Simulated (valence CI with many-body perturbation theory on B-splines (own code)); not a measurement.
# Sb²⁸⁺: E2, M1 decay

Method: valence CI with perturbative core correlation (CI+MBPT): five valence electrons over a frozen Dirac-Fock core [Ar], a basis of 7 s, 7 p, 8 d, 6 f, 4 g, 1 h functions for each j, with the one-electron correlation potential Σ1 (screened to all orders), the two-electron term Σ2, the three-electron term Σ3, Breit, model QED; selected single and double excitations, second order for the rest (own B-spline code, finite nucleus).

No measured spectrum was set against this ion. As an estimate, large intervals hold to a few tenths of a per cent, small ones and those within an open d or f shell to about a per cent. Only levels of the ground parity were solved; by the run's estimate the other parity begins above the list, which can be wrong where configurations are misplaced.

Lines 1 to 50 of 120 in falling wavelength, among levels below 569130 cm⁻¹, chosen from the decays that carry over 1 % of a level's rate. Wavelengths and rates use the calculated energies. Electric multipoles are in the length gauge, E1 and E2 with the static RPA response of the core. S is in atomic units (e²a₀⁴ for E2 and M2, e²a₀⁶ for E3), for M1 in squared Bohr magnetons. Weak lines are less certain than strong ones. Lines between different terms over intervals too small for the method are left out, as are lines whose strength nearly cancels.

Names give the largest LS component (configuration and term), which can be under half, so a name can repeat, a term be missing and a line seem to break the LS rules; names also repeat where a configuration has a term twice. Letters in brackets count levels of one name in rising energy.

| λ vac (Å) | Upper | Lower | Type | A (s⁻¹) | S (a.u.) |
| --- | --- | --- | --- | --- | --- |
| 15220 | 3d5 4G_11/2 | 3d5 4G_7/2 | E2 | 2.21e-08 | 1.93e-04 |
| 8072 | 3d5 4G_9/2 | 3d5 4G_11/2 | M1 | 3.97e+01 | 7.74e+00 |
| 5274 | 3d5 4G_9/2 | 3d5 4G_7/2 | M1 | 1.54e+02 | 8.38e+00 |
| 4785 | 3d5 2D_3/2 [b] | 3d5 4F_5/2 | M1 | 1.39e+02 | 2.27e+00 |
| 4574 | 3d5 2I_13/2 | 3d5 2I_11/2 | M1 | 8.36e+01 | 4.15e+00 |
| 3978 | 3d5 4P_1/2 | 3d5 4P_3/2 | M1 | 6.64e+02 | 3.10e+00 |
| 3503 | 3d5 2D_3/2 [a] | 3d5 2D_5/2 [a] | M1 | 2.91e+02 | 1.85e+00 |
| 2761 | 3d5 2G_7/2 [a] | 3d5 2F_5/2 [b] | M1 | 2.49e+02 | 1.56e+00 |
| 2651 | 3d5 4D_7/2 | 3d5 4G_9/2 | M1 | 1.93e+02 | 1.07e+00 |
| 2625 | 3d5 4D_7/2 | 3d5 4G_5/2 | M1 | 9.64e+02 | 5.17e+00 |
| 2489 | 3d5 4F_3/2 | 3d5 2D_5/2 [a] | M1 | 6.82e+02 | 1.56e+00 |
| 2347 | 3d5 2G_9/2 [a] | 3d5 4D_7/2 | M1 | 7.14e+02 | 3.42e+00 |
| 2247 | 3d5 2H_9/2 | 3d5 2G_9/2 [a] | M1 | 6.85e+02 | 2.88e+00 |
| 2214 | 3d5 4G_7/2 | 3d5 2F_5/2 [a] | M1 | 1.66e+03 | 5.35e+00 |
| 2025 | 3d5 4P_3/2 | 3d5 2F_5/2 [a] | M1 | 1.15e+03 | 1.42e+00 |
| 1930 | 3d5 4F_7/2 | 3d5 4F_5/2 | M1 | 8.29e+02 | 1.77e+00 |
| 1800 | 3d5 2G_9/2 [b] | 3d5 2G_7/2 [a] | M1 | 7.78e+02 | 1.68e+00 |
| 1791 | 3d5 2G_7/2 [a] | 3d5 2G_9/2 [a] | M1 | 1.98e+02 | 3.36e-01 |
| 1786 | 3d5 2D_3/2 [b] | 3d5 2F_5/2 [b] | M1 | 1.79e+02 | 1.52e-01 |
| 1764 | 3d5 4D_7/2 | 3d5 4G_7/2 | M1 | 1.75e+03 | 2.85e+00 |
| 1689 | 3d5 2D_5/2 [a] | 3d5 4P_3/2 | M1 | 2.17e+02 | 2.33e-01 |
| 1657 | 3d5 2H_9/2 | 3d5 2F_7/2 [a] | M1 | 3.45e+02 | 5.81e-01 |
| 1612 | 3d5 4F_7/2 | 3d5 2H_9/2 | M1 | 1.66e+03 | 2.06e+00 |
| 1611 | 3d5 4F_5/2 | 3d5 2D_3/2 [a] | M1 | 1.78e+03 | 1.66e+00 |
| 1607 | 3d5 2F_5/2 [b] | 3d5 4D_7/2 | M1 | 1.02e+03 | 9.37e-01 |
| 1597 | 3d5 2D_3/2 [a] | 3d5 4P_1/2 | M1 | 1.76e+02 | 1.06e-01 |
| 1577 | 3d5 2D_5/2 [a] | 3d5 4G_7/2 | M1 | 2.74e+03 | 2.39e+00 |
| 1572 | 3d5 4D_1/2 | 3d5 4P_1/2 | M1 | 6.59e+03 | 1.90e+00 |
| 1569 | 3d5 2F_7/2 [b] | 3d5 2F_5/2 [b] | M1 | 5.49e+02 | 6.29e-01 |
| 1568 | 3d5 4G_5/2 | 3d5 2F_5/2 [a] | M1 | 7.97e+03 | 6.84e+00 |
| 1551 | 3d5 2F_7/2 [a] | 3d5 4G_9/2 | M1 | 3.02e+03 | 3.34e+00 |
| 1550 | 3d5 2I_11/2 | 3d5 4G_9/2 | M1 | 1.13e+03 | 1.87e+00 |
| 1542 | 3d5 2F_7/2 [a] | 3d5 4G_5/2 | M1 | 8.50e+02 | 9.25e-01 |
| 1495 | 3d5 2G_9/2 [b] | 3d5 2H_9/2 | M1 | 4.15e+03 | 5.14e+00 |
| 1440 | 3d5 2H_11/2 | 3d5 2H_9/2 | M1 | 1.45e+03 | 1.93e+00 |
| 1417 | 3d5 4F_5/2 | 3d5 2F_7/2 [a] | M1 | 5.45e+03 | 3.45e+00 |
| 1409 | 3d5 2F_5/2 [c] | 3d5 4F_3/2 | M1 | 3.76e+03 | 2.34e+00 |
| 1402 | 3d5 2D_3/2 [b] | 3d5 4F_3/2 | M1 | 3.09e+03 | 1.26e+00 |
| 1394 | 3d5 2G_7/2 [a] | 3d5 2F_7/2 [a] | M1 | 2.04e+03 | 1.64e+00 |
| 1363 | 3d5 2D_3/2 [a] | 3d5 4G_5/2 | M1 | 1.18e+03 | 4.45e-01 |
| 1347 | 3d5 4F_3/2 | 3d5 4P_1/2 | M1 | 1.07e+03 | 3.88e-01 |
| 1300 | 3d5 2I_11/2 | 3d5 4G_11/2 | M1 | 6.24e+03 | 6.10e+00 |
| 1220 | 3d5 2D_3/2 [b] | 3d5 4D_1/2 | M1 | 5.81e+02 | 1.56e-01 |
| 1200 | 3d5 2F_7/2 [b] | 3d5 2G_9/2 [a] | M1 | 8.95e+02 | 4.58e-01 |
| 1199 | 3d5 2F_7/2 [a] | 3d5 4G_7/2 | M1 | 1.37e+03 | 6.97e-01 |
| 1177 | 3d5 4F_3/2 | 3d5 4G_5/2 | M1 | 4.27e+02 | 1.03e-01 |
| 1165 | 3d5 2F_5/2 [a] | 3d5 6S_5/2 | M1 | 9.38e+03 | 3.30e+00 |
| 1150 | 3d5 4F_7/2 | 3d5 2F_5/2 [b] | M1 | 4.32e+03 | 1.95e+00 |
| 1148 | 3d5 2H_9/2 | 3d5 4D_7/2 | M1 | 1.26e+03 | 7.09e-01 |
| 1127 | 3d5 4D_1/2 | 3d5 4P_3/2 | M1 | 6.12e+03 | 6.49e-01 |
